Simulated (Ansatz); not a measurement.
Gas-phase electronic energies from Ansatz, PBE0-D4/def2-TZVP geometries. CCSD(T)/CBS adds triple-zeta CCSD(T) − MP2 to the extrapolated MP2 energy (def2 sets, frozen cores). Functionals use def2-TZVPP. B3LYP here is the variant with VWN-RPA as its local correlation; programs differ in this. One conformer a species, not always the lowest.

Consider the redistribution: `C[SiH2]S[SiH](Cl)Cl` + `BO[SiH3]` → `[SiH3]O[SiH](Cl)Cl` + `BS[SiH2]C`.

```json
{"level": "r2SCAN-D4", "ΔE (kJ/mol)": "-13.2"}
{"level": "B3LYP-D4", "ΔE (kJ/mol)": "-8.4"}
{"level": "ωB97X-V", "ΔE (kJ/mol)": "-10.4"}
{"level": "r2SCAN", "ΔE (kJ/mol)": "-14.8"}
{"level": "PBE0", "ΔE (kJ/mol)": "-12.2"}
{"level": "SCS-MP2/def2-TZVPP", "ΔE (kJ/mol)": "-14.1"}
{"level": "CCSD/def2-TZVPP", "ΔE (kJ/mol)": "-17.6"}
{"level": "MP2/CBS(def2)", "ΔE (kJ/mol)": "-8.1"}
```

(1) What does CCSD(T)/CBS give? (Best estimate.)

Largest T1 diagnostic among the species: 0.013.

## Answers

(1) Ansatz gave: -12.3 kJ/mol. The listed levels differ from it by -0.9, 3.9, 1.9, -2.5, 0.1, -1.8, -5.3, 4.2 kJ/mol.

In def2-TZVPP, CCSD(T) changes the Hartree–Fock value by +11.1 kJ/mol (the triples alone add +2.5 kJ/mol) and MP2 by +15.3 kJ/mol. The D4 term adds +9.9 kJ/mol with B3LYP and +5.7 kJ/mol with PBE0; it sums over pairs of atoms, weighted by their polarisabilities, and B3LYP, whose exchange is more repulsive, gets the larger term.
